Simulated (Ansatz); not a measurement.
```yaml
crystal:
  periodic: [false, false, false]
  atoms:
    - {symbol: C, position_ang: [0.037676, 0.873146, -0.034903]}
    - {symbol: Ga, position_ang: [-0.010851, -0.924094, 0.119049]}
    - {symbol: F, position_ang: [1.077505, -1.677658, 1.060093]}
    - {symbol: Br, position_ang: [-1.224671, -2.240598, -1.037601]}
    - {symbol: H, position_ang: [-0.970415, 1.393035, -0.296616]}
    - {symbol: H, position_ang: [0.263101, 1.473746, 0.981103]}
    - {symbol: H, position_ang: [0.664991, 1.325820, -0.754388]}
basis:
  gaussian: {orbitals: def2-TZVPD}
magnetization: {spin_polarized: true, initial_magnetization: 4}
hamiltonian: {xc: {name: B97}}
output: {forces: true}
```

```sh
$ ansatz run in.yaml --threads 4 --pin off --events-out ev --progress --plain --max-ram 10444MiB
```

Output, abridged:

```
Functional definition: B97
  name "B97"
  cite "Becke, J. Chem. Phys. 107, 8554 (1997) doi:10.1063/1.475007"
  parameter cx = 0.1943
  parameter cx0 = 0.8094
  parameter cx1 = 0.5073
  parameter cx2 = 0.7481
  parameter css0 = 0.1737
  parameter css1 = 2.3487
  parameter css2 = -2.4868
  parameter cos0 = 0.9454
  parameter cos1 = 0.7471
  parameter cos2 = -4.5961
  exchange = spin_sum(e_x_unif_s*poly(b97_u_x, cx0, cx1, cx2)) + cx*exact_x
  correlation = spin_sum(e_c_pw_same_spin*poly(b97_u_same, css0, css1, css2))
      + integral(e_c_pw_opposite_spin*poly(b97_u_opposite, cos0, cos1, cos2))
1399 factors; their error is unknown
mean field evaluation 1: about -126189.5246 eV, gradient 6.0e1 eV
mean field evaluation 2: about -125899.1374 eV, gradient 2.1e2 eV
mean field evaluation 4: about -126201.2965 eV, gradient 4.3e1 eV
mean field evaluation 8: about -126209.8171 eV, gradient 9.3e-1 eV
mean field evaluation 16: about -126210.1861 eV, gradient 9.6e-2 eV
mean field evaluation 32: about -126210.2799 eV, gradient 2.6e-5 eV
mean field -126210.27986055 eV, -4638.1422364749 hartree, gradient 6.5e-6 eV, S^2 6.007403; 6 other end points of the search recorded, 0 dependent functions left out
the calculation of the forces begins
reference -126210.27993320 eV, -4638.1422391446 hartree; 44, 40 occupied and 171, 175 virtual orbitals, 1399 factors
Total energy: -126210.27993320 eV, -4638.1422391446 hartree
Atom 0 at     0.037676     0.873146    -0.034903 Å, force    -1.660009    10.533855     1.714854 eV/Å
Atom 1 at    -0.010851    -0.924094     0.119049 Å, force    -0.810056     0.522699     0.634042 eV/Å
Atom 2 at     1.077505    -1.677658     1.060093 Å, force     4.614168    -2.382361     3.895896 eV/Å
Atom 3 at    -1.224671    -2.240598    -1.037601 Å, force    -4.368226    -4.399370    -4.124258 eV/Å
Atom 4 at    -0.970415     1.393035    -0.296616 Å, force     0.668058    -1.942887     0.215227 eV/Å
Atom 5 at     0.263101     1.473746     0.981103 Å, force    -0.020494    -1.964645    -1.078678 eV/Å
Atom 6 at     0.664991     1.325820    -0.754388 Å, force     1.576558    -0.367291    -1.257083 eV/Å
Dipole moment:    -0.383981     0.289048    -0.362430 e Å
```

In this input the spin is set far too high for this molecule. The run converged. The result belongs to that input, not to the molecule as meant.
